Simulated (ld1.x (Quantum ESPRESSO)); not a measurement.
## u(r) = r·R(r): atom against pseudo-atom (boron (B))

Columns: radius, all-electron u(r) and pseudo u(r) of the 2p shell (level -3.61 eV) of boron in the configuration [He] 2s2 2p1; PBE, scalar-relativistic, TM scheme, ld1.x (Quantum ESPRESSO) 7.5.

```
r (bohr)  all-electron  pseudo
   0.120        0.0374  0.0146
   0.240        0.1150  0.0571
   0.360        0.2035  0.1230
   0.480        0.2893  0.2056
   0.600        0.3665  0.2966
   0.720        0.4326  0.3873
   0.840        0.4878  0.4699
   0.960        0.5335  0.5385
   1.080        0.5693  0.5899
   1.200        0.5956  0.6239
   1.320        0.6133  0.6422
   1.440        0.6235  0.6481
   1.560        0.6272  0.6452
   1.680        0.6254  0.6366
   1.800        0.6191  0.6249
   1.920        0.6091  0.6115
   2.040        0.5962  0.5969
   2.160        0.5810  0.5811
   2.280        0.5640  0.5640
   2.400        0.5458  0.5458
   2.520        0.5266  0.5266
   2.640        0.5069  0.5069
   2.760        0.4869  0.4869
   2.880        0.4669  0.4669
   3.000        0.4469  0.4469
   3.120        0.4273  0.4273
```

Problem. How many radial nodes do the two functions have?

Solution. The all-electron 2p function has n − l − 1 = 0; the pseudo-wave has 0.

Problem. At about which radius was the pseudo-wave matched?

Solution. 2.40 bohr. The columns agree to 0.0005 from 2.16 bohr on; several derivatives are matched, so the curves merge somewhat inside the radius.

Problem. Where does each function peak?

Solution. Outermost all-electron maximum near 1.56 bohr, pseudo maximum near 1.44 bohr (to the table’s step).

Problem. Is the pseudo-wave norm-conserving?

Solution. Yes: the TM scheme keeps the norm inside the radius equal to the all-electron one, which fixes the energy derivative of the logarithmic derivative at the level.
